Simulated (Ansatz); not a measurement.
Species: C₂H₇BN, net charge 0, doublet state. It need not be the lowest isomer of its formula. SMILES: CB(C)[NH]
Coordinates optimised at B3LYP-D3(BJ)/def2-TZVP (Ansatz, an electronic-structure program):
```
B
N 1 1.3793
H 2 1.0079 1 136.19
C 1 1.5915 2 120.24 3 92.79
H 4 1.0893 1 114.17 2 -3.86
H 4 1.0940 5 108.44 1 -122.78
H 4 1.0944 5 108.61 6 -115.34
C 1 1.5916 2 120.14 3 -92.95
H 8 1.0894 1 114.18 2 9.24
H 8 1.0939 9 108.81 1 -122.65
H 8 1.0944 9 108.21 10 -115.36
```
Charge 0, spin multiplicity 2.

Computed values are from Ansatz. Cores are frozen in the correlated levels unless marked. UHF or UKS for open shells. No spin-orbit coupling. No relativistic terms. CBS marks a two-point X^-3 extrapolation of the correlation energy; Hartree-Fock from the larger set. [CCSD(T)-MP2]/basis is that difference in the basis named.

The atomisation energy De comes out as 4123.4 kJ/mol at RI-MP2/CBS(cc-pVTZ,cc-pVQZ)+[CCSD(T)-MP2]/cc-pVTZ and the total energy is -159.7884 Eh at RI-MP2/CBS(cc-pVTZ,cc-pVQZ)+[CCSD(T)-MP2]/cc-pVTZ. The dipole moment is 1.08 D at CCSD(T)/aug-cc-pVDZ and the T1 diagnostic is 0.018 at CCSD/cc-pVTZ.
